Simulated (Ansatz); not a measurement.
C2H7BrGe, SMILES `[GeH3][CH2]CBr`, relaxed with RKS PBE-D4/def2-SVP in the Gaussian-basis code of Ansatz from a rough embedded geometry. The force threshold is 0.03 eV/Å; the program also tests the step.

Total charge 0; spin multiplicity 1.

Start:

```xyz
11

Ge    1.240   -0.605    0.629
C    -0.556   -0.455   -0.057
C    -0.786    0.949   -0.553
Br   -2.493    1.183   -1.342
H     1.412    0.379    1.860
H     1.444   -2.090    1.220
H     2.307   -0.331   -0.432
H    -1.258   -0.655    0.734
H    -0.648   -1.218   -0.904
H    -0.637    1.677    0.232
H    -0.025    1.166   -1.385
```

Task: By how much does the energy fall, and how many steps does the optimiser take? (Best estimate.)

Result: Ansatz gave: 5.68 kcal/mol, in 5 steps, 1 of them rejected.

Task: Which bonds change most? (Estimate.)

Result: Ansatz gave: C3–Br4 from 1.896 to 1.983 Å; Ge1–H6 from 1.611 to 1.550 Å; Ge1–C2 from 1.928 to 1.987 Å; C3–H11 from 1.147 to 1.106 Å.

Task: Give the relaxed structure. (Estimate.)

Result: Ansatz gave: 
```xyz
11

Ge    1.284   -0.655    0.699
C    -0.536   -0.438   -0.067
C    -0.766    0.960   -0.595
Br   -2.578    1.187   -1.366
H     1.485    0.340    1.874
H     1.452   -2.106    1.216
H     2.352   -0.366   -0.390
H    -1.269   -0.688    0.727
H    -0.654   -1.191   -0.874
H    -0.695    1.732    0.194
H    -0.074    1.226   -1.416
```
